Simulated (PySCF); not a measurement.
# Dipole response of Ag²⁺ (silver, charge +2)

[Kr] 4d9, 2D determinant. Calculation: PySCF 2.14, in aug-cc-pVTZ-PP with ECP28MDF; scalar relativity through the core potential. Coupled (time-dependent) response in atomic units; α is the mean over directions.

```tsv
method	mean α (bohr³)	α xx, yy, zz	C₆ (like pair)	S(−4)
r2SCANh	5.987	5.841, 5.841, 6.278	31.29	7.859
```

S(−4) is the Cauchy moment in α(ω) = α(0) + S(−4) ω² + …

Spin-orbit coupling is absent.

α(iu) at r2SCANh:

| u (hartree) | α(iu) (bohr³) |
| --- | --- |
| 0 | 5.987 |
| 0.0500 | 5.967 |
| 0.100 | 5.910 |
| 0.200 | 5.699 |
| 0.300 | 5.402 |
| 0.500 | 4.723 |
| 0.750 | 3.942 |
| 1.00 | 3.305 |
| 1.50 | 2.381 |
| 2.00 | 1.773 |
| 3.00 | 1.071 |
| 5.00 | 0.4937 |

A single London oscillator, α(iu) = α/(1 + u²/ω²), gives C₆ = (3/4) ω α². Matching the computed C₆ needs ω = 4 × 31.29 / (3 × 5.987²) = 1.16 hartree.

For an ion, C₆ is the dispersion term alone; charge-induced terms of lower order in 1/R come first.

The components differ because the open shell of this determinant is not spherical; for a pure term their mean is the scalar polarisability.

Energies and moments cover only the electrons outside the core potential.
